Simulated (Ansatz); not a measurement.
`[GeH3][GeH2][GeH2][GeH2][GeH2][GeH3]` + `N[SiH2]S` → `N[SiH2][S][GeH3]` + `[GeH3][GeH2][GeH2][GeH2][GeH3]`  (cleavage of the Ge–Ge bond)

Computed with Ansatz on PBE0-D4/def2-TZVP structures; ΔE is electronic, products minus reactants. CCSD(T)/CBS adds triple-zeta CCSD(T) − MP2 to the extrapolated MP2 energy (def2 sets, frozen cores). DFT in def2-TZVPP. B3LYP here is the variant with VWN-RPA as its local correlation; programs differ in this. HSE06 is defined as in plane-wave codes. For Ge outer-core shells are correlated without core-valence functions, which leaves a few kJ/mol of doubt a bond. Scalar relativity is left out up to krypton. Each species was taken in one conformer, which may not be the lowest.

| level | ΔE (kJ/mol) | difference from CCSD(T)/CBS |
| --- | --- | --- |
| LDA (SPW92) | -5.4 | 5.0 |
| BLYP-D4 | -7.3 | 3.1 |
| r2SCAN-D4 | -12.6 | -2.2 |
| B97M-V | -21.2 | -10.8 |
| PBE0-D4 | -9.3 | 1.1 |
| B3LYP-D4 | -8.6 | 1.8 |
| r2SCANh-D4 | -12.4 | -2.0 |
| r2SCAN0-D4 | -12.3 | -1.9 |
| HSE06-D4 | -9.3 | 1.1 |
| CAM-B3LYP-D4 | -10.3 | 0.1 |
| ωB97X-V | -13.1 | -2.7 |
| ωB97M-V | -11.6 | -1.2 |
| B2PLYP | -14.0 | -3.6 |
| PBE-QIDH | -14.0 | -3.6 |
| PBE | -11.0 | -0.6 |
| revPBE | -14.5 | -4.1 |
| BLYP | -13.2 | -2.8 |
| r2SCAN | -14.1 | -3.7 |
| PBE0 | -13.0 | -2.6 |
| B3LYP | -14.1 | -3.7 |
| r2SCANh | -14.1 | -3.7 |
| BHLYP | -17.0 | -6.6 |
| CAM-B3LYP | -14.7 | -4.3 |
| LC-ωPBE | -15.5 | -5.1 |
| RPA@PBE/def2-TZVPP | -9.3 | 1.1 |
| HF/def2-SVP | -27.0 | -16.6 |
| MP2/def2-SVP | -15.3 | -4.9 |
| CCSD/def2-SVP | -13.5 | -3.1 |
| CCSD(T)/def2-SVP | -13.0 | -2.6 |
| HF/def2-TZVPP | -26.3 | -15.9 |
| MP2/def2-TZVPP | -11.8 | -1.4 |
| SCS-MP2/def2-TZVPP | -14.5 | -4.1 |
| CCSD/def2-TZVPP | -9.6 | 0.8 |
| CCSD(T)/def2-TZVPP | -9.3 | 1.1 |
| HF/def2-QZVPP | -27.7 | -17.3 |
| MP2/def2-QZVPP | -12.9 | -2.5 |
| SCS-MP2/def2-QZVPP | -16.2 | -5.8 |
| HF/CBS(def2) | -27.9 | -17.5 |
| MP2/CBS(def2) | -12.9 | -2.5 |
| CCSD/CBS(def2) | -10.7 | -0.3 |
| CCSD(T)/CBS | -10.4 | 0 |

Largest T1 diagnostic among the species: 0.012.

In def2-TZVPP, CCSD(T) changes the Hartree–Fock value by +17.0 kJ/mol (the triples alone add +0.4 kJ/mol) and MP2 by +14.5 kJ/mol. The D4 term adds +5.5 kJ/mol with B3LYP and +3.7 kJ/mol with PBE0; it sums over pairs of atoms, weighted by their polarisabilities, and B3LYP, whose exchange is more repulsive, gets the larger term. From BLYP to BHLYP (50 % exact exchange), in def2-TZVPP and without D4, ΔE moves by −3.9 kJ/mol.
